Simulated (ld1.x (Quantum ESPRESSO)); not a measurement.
## PBEsol TM dataset for praseodymium (Pr), non-relativistic all-electron reference.

| Quantity | Value |
| --- | --- |
| Element | Pr |
| Generator | ld1.x (Quantum ESPRESSO) 7.5 |
| Type | norm-conserving Troullier–Martins (Kleinman–Bylander form) |
| Functional | PBEsol |
| Relativity | non-relativistic |
| Frozen core | [Kr] 4d10 |
| Valence charge | 13 |
| Reference configuration | 4f2 5s2 5p6 5d0 6s0 6p0 (charge +3) |
| Partial waves | 5s (bound): rc 1.80 bohr; 5p (bound): rc 2.65 bohr; 5d (bound, empty): rc 3.35 bohr; 4f (bound): rc 1.05 bohr |
| Local potential | all-electron potential smoothed inside 2.60 bohr (lloc = -1) |
| Core correction | a·sin(br)/r model core inside 1.05 bohr |

All-electron outer shells of the reference configuration (PBEsol, non-relativistic, ld1.x):

```json
{"shell": "4p", "level (eV)": "-238.53", "outermost node (bohr)": "0.33", "outermost maximum (bohr)": "0.62"}
{"shell": "4d", "level (eV)": "-143.86", "outermost node (bohr)": "0.30", "outermost maximum (bohr)": "0.64"}
{"shell": "5s", "level (eV)": "-61.44", "outermost node (bohr)": "0.77", "outermost maximum (bohr)": "1.40"}
{"shell": "5p", "level (eV)": "-46.46", "outermost node (bohr)": "0.80", "outermost maximum (bohr)": "1.53"}
{"shell": "4f", "level (eV)": "-33.35", "outermost node (bohr)": "–", "outermost maximum (bohr)": "0.66"}
{"shell": "5d", "level (eV)": "-24.51", "outermost node (bohr)": "0.89", "outermost maximum (bohr)": "1.93"}
{"shell": "6s", "level (eV)": "-20.00", "outermost node (bohr)": "1.80", "outermost maximum (bohr)": "3.23"}
{"shell": "6p", "level (eV)": "-16.00", "outermost node (bohr)": "2.01", "outermost maximum (bohr)": "3.66"}
```

**Question.** Does the generator finish with these settings?

**Answer.** Yes, a potential is produced.

**Question.** Estimate the cutoffs (Ry, on a coarse ladder) from which the occupation-weighted sum of valence levels, in a spherical-Bessel basis at the reference potential, stays within 10 and 1 mRy of its value at 400 Ry.

**Answer.** 260 Ry and 300 Ry.

**Question.** What does a ghost test show?

**Answer.** No extra level below or beside the all-electron valence levels (s, p, d, f tested).

**Question.** Which valence shell sets the plane-wave cutoff?

**Answer.** 4f: its level needs 300 Ry to come within 1 mRy, against 50 Ry for 5s.

**Question.** Tests: 4f3 5s2 5p6 5d0 6s2 6p0; 4f3 5s2 5p6 5d0 6s1 6p0; 4f3 5s2 5p6 5d0 6s0 6p0; 4f3 5s2 5p6 5d1 6s1 6p0; 4f3 5s2 5p6 5d0 6s0 6p1; 4f4 5s2 5p6 5d0 6s0 6p0; 4f3 5s1 5p6 5d0 6s2 6p0. Which has the largest error in its energy relative to the reference configuration, and how large is it?

**Answer.** 4f4 5s2 5p6 5d0 6s0 6p0, with -900 meV (all-electron minus pseudo) on -34.14 eV.
